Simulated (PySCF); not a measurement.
## How methods differ on the ionisation energy of Sb²⁺

Sb²⁺ [Kr] 4d10 5s2 5p1 (2P) → Sb³⁺ [Kr] 4d10 5s2 (1S), as a difference of total energies. All numbers are calculated (PySCF 2.14, a scalar-relativistic core potential, in aug-cc-pVQZ-PP with one added diffuse shell each of s, p, d, f, g type with ECP28MDF (8s8p6d4f3g, 117 functions)). Correlated levels: valence: 4s2 4p6 4d10 frozen. The calculations carry no spin-orbit coupling.

```
           method  ionisation energy (eV)
              UHF                  24.147
              LDA                  24.925
              PBE                  24.703
             PBE0                  24.740
           r2SCAN                  24.882
          wB97X-V                  24.617
              M06                  24.533
            B3LYP                  24.834
    MP2 (valence)                  24.402
SCS-MP2 (valence)                  24.396
```

Q: How much does correlation contribute at MP2 (valence)?

A: 24.402 − (24.147) = 0.255 eV, measured against UHF.

The reference lies between the lowest fine-structure levels, while these numbers refer to the centres of the terms.

Errors of the correlated levels include the incompleteness of this basis and the frozen core.

For comparison: 25.323 eV (measured; NIST Atomic Spectra Database, ionization energies).
